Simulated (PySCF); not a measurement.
A calculated (LDA, PySCF 2.14, x2c-TZVPPall with one added diffuse shell each of s, p, d, f type, scalar relativity by spin-free X2C-1e) atom or ion has these occupied shells.

```tsv
shell	electrons	orbital energy (eV)	rms radius, mean of both spins (bohr)
1s α	1	-7580.2	0.0649
1s β	1	-7580.2	0.0649
2s α	1	-907.53	0.278
2s β	1	-905.90	0.278
2p α	3	-779.97	0.249
2p β	3	-778.69	0.249
3s α	1	-113.44	0.834
3s β	1	-110.10	0.834
3p α	3	-77.086	0.889
3p β	3	-73.817	0.889
3d α	5	-19.823	1.19
3d β	2	-17.097	1.19
4p α	1	-9.006	3.42
```

**Question.** Name the element and its charge.

**Answer.** Co⁺ (cobalt, charge +1), in [Ar] 3d7 4p1, one real determinant (an excited configuration).
